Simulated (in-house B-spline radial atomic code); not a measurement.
A radial electron density 4πr²n(r) was computed for an atom or ion in its tabulated ground configuration with a B-spline radial code for spherical atoms; method: Dirac-Hartree-Fock, average of configuration. Columns: r (bohr), 4πr²n(r) (electrons per bohr), bar.

```
0.000782    2.775 #
0.000983    4.057 ##
 0.00124    5.924 ##
 0.00156    8.537 ###
 0.00196    12.15 #####
 0.00246    17.03 #######
 0.00309    23.52 #########
 0.00389     31.9 #############
  0.0049    42.18 #################
 0.00616    53.85 #####################
 0.00774    66.01 ##########################
 0.00974    77.11 ##############################
  0.0122     84.8 ##################################
  0.0154    87.52 ###################################
  0.0194     84.7 #################################
  0.0244    79.29 ###############################
  0.0307    77.11 ##############################
  0.0386    83.67 #################################
  0.0485    98.35 #######################################
   0.061    111.4 ############################################
  0.0767    110.3 ############################################
  0.0965    95.43 ######################################
   0.121    84.94 ##################################
   0.153    92.24 ####################################
   0.192    100.1 ########################################
   0.241    83.18 #################################
   0.304    52.02 #####################
   0.382    41.58 ################
    0.48    48.93 ###################
   0.604    45.67 ##################
    0.76    29.38 ############
   0.955    16.85 #######
     1.2     11.8 #####
    1.51    8.371 ###
     1.9    4.647 ##
    2.39    2.122 #
    3.01    1.124 
    3.78   0.7821 
    4.76   0.4956 
    5.98   0.2307 
    7.52  0.07079 
    9.46  0.01298 
    11.9 0.001256 
      15 5.282e-05
```

Problem. Which atom or ion is it?
A. Ho+
B. Gd
C. Tb
D. Gd+

Solution. B. The area under the curve, ∫4πr²n dr = ∫r·4πr²n d(ln r) on this logarithmic grid, is 64 electrons, which only this option has. The configuration is [Xe] 4f7 5d1 6s2.
